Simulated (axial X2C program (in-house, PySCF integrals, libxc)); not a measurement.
**Which molecule has these constants?**

All values come from calculations with an axial X2C code built on PySCF integrals, spin-free (one-electron X2C) or two-component (2c: spin–orbit coupling with atomic mean-field Coulomb and Gaunt terms, which also bring small scalar terms), in Dyall basis sets with cores contracted in-house; open shells are unrestricted.

A two-component PBE0 calculation in a Dyall 3-zeta basis gave Re = 2.776 Å, ωe = 172.7 cm⁻¹, dipole magnitude 3.44 D, Ω = 0.

**Question.** Which molecule is it?
A. GaI
B. InI
C. BI
D. AlI

**Answer.** B. The others have BI 2.137 Å and 576.9 cm⁻¹ (Ω = 0); GaI 2.593 Å and 212.4 cm⁻¹ (Ω = 0); AlI 2.561 Å and 309.7 cm⁻¹ (Ω = 0).

Each entry is the lowest single determinant of a limited PBE0 search at one distance. De goes to single-determinant-based atoms at the same level (for ions the charge split of lowest energy) and is withheld (n/a) where an atom does not fit its ground term or J level. Main or longest-lived isotopes. Some light 2c atoms are not at their ground J level, so De misses part of their lowering (0.04 eV or less). The functionals have no current term, which raises determinants with orbital currents.
